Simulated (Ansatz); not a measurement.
Two isomers of C3H9AlO: A = `C[CH](C)[AlH][OH]`, B = `[CH3][Al]([CH3])[CH2]O`.

Isolated molecules relaxed with PBE0-D4/def2-TZVP in Ansatz; ΔE leaves out vibrations. CBS: MP2 limit from def2 TZ/QZ plus the TZ coupled-cluster correction, frozen cores. Functionals use def2-TZVPP. B3LYP here is the variant with VWN-RPA as its local correlation; programs differ in this. Each species was taken in one conformer, which may not be the lowest.

A:

```xyz
14

C     0.455   -1.599   -0.396
C     0.508   -0.090   -0.151
C    -0.007    0.694   -1.357
Al   -0.358    0.417    1.533
O    -1.125    1.935    1.595
H    -0.570   -1.941   -0.574
H     0.845   -2.173    0.449
H     1.039   -1.879   -1.280
H     1.566    0.180   -0.005
H    -1.053    0.455   -1.571
H     0.048    1.774   -1.201
H     0.567    0.455   -2.261
H    -0.362   -0.496    2.837
H    -1.552    2.268    2.382
```

B:

Z-matrix (Å, degrees):
```
C
Al 1 1.960
H 1 1.097 2 111.3
H 1 1.093 2 112.8 3 120.3
H 1 1.096 2 111.5 3 -118.6
C 2 1.955 1 122.4 3 -114.1
C 2 1.979 1 116.4 3 65.1
H 6 1.095 2 111.2 1 51.9
H 6 1.093 2 113.3 1 173.5
H 6 1.096 2 110.6 1 -65.8
O 7 1.431 2 115.6 1 10.5
H 7 1.104 2 111.1 1 -115.9
H 7 1.098 2 108.7 1 130.0
H 11 0.959 7 108.7 2 -32.8
```

(1) Which isomer does CCSD(T)/CBS put lower? Give the gap. (Estimate.)

(2) Give E(B) − E(A) in kcal/mol with BLYP-D4, B3LYP-D4, PBE-D4, B3LYP, CCSD(T)/def2-SVP, LDA (SPW92), MP2/def2-TZVPP. (An estimate is asked.)

(3) Does the order hold for the free energy at 298.15 K (harmonic terms from PBE0-D4)? (Best estimate.)

Largest T1 diagnostic: 0.011.

Answers

(1) Computed: A, by 37.4 kcal/mol.

(2) The calculation gave: BLYP-D4 34.9, B3LYP-D4 35.8, PBE-D4 33.4, B3LYP 34.8, CCSD(T)/def2-SVP 42.0, LDA (SPW92) 34.8, MP2/def2-TZVPP 39.7. None reverses the order clearly.

(3) The calculation gave: Yes: G(B) − G(A) = +34.6 kcal/mol, for one conformer each. Modes under 60 cm⁻¹, often nearly free rotors, make the harmonic entropy too high.

Leaving LDA and LC-ωPBE aside and taking each functional with its dispersion term where it has one, the values, not all of them listed here, spread over 4.3 kcal/mol, from PBE-D4 to B97M-V. LDA lies +2.1 kcal/mol from PBE without D4. At CCSD(T), def2-SVP lies +4.5 kcal/mol from the extrapolated value and def2-TZVPP +0.3 kcal/mol.
